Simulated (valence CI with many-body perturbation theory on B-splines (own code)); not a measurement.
Lu²¹⁺: key properties

Method: valence CI with perturbative core correlation (CI+MBPT): four valence electrons over a frozen Dirac-Fock core [Kr] 4d10, radial functions for each j: 8 s, 8 p, 9 d, 9 f, 6 g, 3 h, 2 i, with the one-electron correlation potential Σ1, the two-electron term Σ2, the three-electron term Σ3, Breit, model QED; selected CI, second order for the rest (own B-spline code, finite nucleus).

No measured levels were compared; by estimate terms of the open shell hold to a few per cent of their energy, and close levels can change places. Core correlation moves these levels by up to 3200 cm⁻¹, and in measured spectra 5 to 20 % of such shifts remained as error; rates that hang on mixing are uncertain with them. Only levels of the ground parity were solved; by the run's estimate the other parity begins above the list, which can be wrong where configurations are misplaced.

Names give the largest LS component (configuration and term), which can be under half, so a name can repeat, a term be missing and a line seem to break the LS rules; names also repeat where a configuration has a term twice.

Rates and lifetimes use the calculated energies. Strong lines usually hold to 10 to 20 %, long lifetimes can be off by a factor of two.

Problem. What is the ground level?

Solution. 4f4 5I_4, composition 87 % 4f4 5I + 12 % 4f4 3H, g = 0.626.

Problem. How is the term 5I of the ground level split?

Solution. J = 4 at 0.0, J = 5 at 9483, J = 6 at 18205, J = 7 at 25906, J = 8 at 32775 cm⁻¹.

Problem. Name the longest-lived excited levels whose lifetime is computed, and their main decay.

Solution. 4f4 5F_2 at 31927 cm⁻¹ lives 104 s, mostly by E2 to 4f4 5I_4.

Problem. What is the ionisation energy?

Solution. 578.45 eV; NIST lists 600 ± 30 eV (theoretical).

Problem. How well does LS coupling describe the low levels?

Solution. Among the lowest 20 levels the leading LS term, summed over configurations, holds 64 % on average. For single configurations the figures are 64 % in LS and 63 % in jj coupling. Terms mix most in the J = 4 level at 37594 cm⁻¹, where the leading one holds 28 %.
